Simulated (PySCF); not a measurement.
**Adding and removing an electron: KF**

r²SCAN; K aug-pcseg-1, F aug-pcseg-1; no relativity (PySCF 2.14). Neutral (UKS): singlet (closed shell), Re = 2.177 Å, ωe = 432 cm⁻¹, De = 5.30 eV, HOMO -5.08 eV, LUMO -0.79 eV.

KF⁻ (UKS): doublet (σ ↑), Re = 2.254 Å, ωe = 364 cm⁻¹, De = 2.20 eV to K + F⁻. The energies at the minima are -699.65969 hartree for KF and -699.67194 for KF⁻.

**Question.** Work out the adiabatic electron affinity, without and with harmonic zero-point energies (1 hartree = 27.2114 eV, 1 eV = 8065.5 cm⁻¹), and the change of the bond length.

**Answer.** At r²SCAN: 0.01225 hartree = 0.333 eV between the minima; the zero-point term (432.0 − 364.0)/2 cm⁻¹ = +0.004 eV makes it 0.338 eV. Re changes by +7.7 pm against the neutral. The electron enters a σ orbital; in so polar a molecule the change of length follows mostly from the change of the ionic charges.

For an ion De counts to the pair picked by the measured ionisation energies or electron affinities, which need not be the lowest pair at this level. The highest Kohn–Sham level is positive in this anion. Much of that is self-interaction error, but it also means that the finite basis helps to hold the extra electron. States were picked by a PBE0 search and need not be the measured ground states.
